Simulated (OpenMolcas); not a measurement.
Cr2+: effect of the metal basis

Cr2+ with its 8 nearest fluoride ions at 2.334 Å, on the Sr site of SrF2 (a = 5.796 Å, distance in the model lattice 2.510 Å). The rest of the host is ab initio model potentials to 7.6 Å and point charges beyond; the distance is set by hand and nothing relaxes.

```
Program             : OpenMolcas
Method              : CASSCF
Spin-orbit coupling : RASSI with atomic mean-field integrals over the reference wave functions
```

Fixed: ligand basis ANO-RCC-VDZP, active space 4 electrons in 5 orbitals (3d), DKH2 Hamiltonian.

States (labels of O, the rotations of Oh). Energies in cm-1 above the lowest state or level, χT in cm3 K/mol; under a threefold ground state the first gap can be a small split of the lowest multiplet, not the spin-orbit step.

```json
{"Run": "A", "Metal basis": "ANO-RCC-VDZP", "Ground state": "5T2", "First state of that spin": "5E 3789", "First gap with spin-orbit (degeneracies)": "15.4 (1, 3)", "χT at 300 K": "2.605", "First state of another spin": "3T1 16776", "Cost": "roughly 40 core-seconds"}
{"Run": "B", "Metal basis": "ANO-RCC-VTZP", "Ground state": "5T2", "First state of that spin": "5E 3704", "First gap with spin-orbit (degeneracies)": "14.9 (1, 3)", "χT at 300 K": "2.618", "First state of another spin": "3T1 17188", "Cost": "roughly 50 core-seconds"}
```

Against A, the first state of the same spin changes by -2.2 % in B.

Costs are those of the RASSCF and RASSI steps.

An orbital triplet at a regular site is open to Jahn-Teller coupling, which can distort the site and quench the lowest spin-orbit gaps and is left out. Without dynamic correlation the repulsion within the d shell is too large (B by tens of per cent), so at a given field states of lower spin stand too high. Ligand-to-metal charge-transfer states are missing. With no ligand orbital active B as a rule stays too high, so bands that hang on it stand too high and its fall with covalency is understated. With metal d orbitals alone and no dynamic correlation 10Dq can be off by a tenth to a fifth, either way, in oxide and fluoride hosts. No measured value stands beside these numbers; the geometry was set by hand and not optimised.
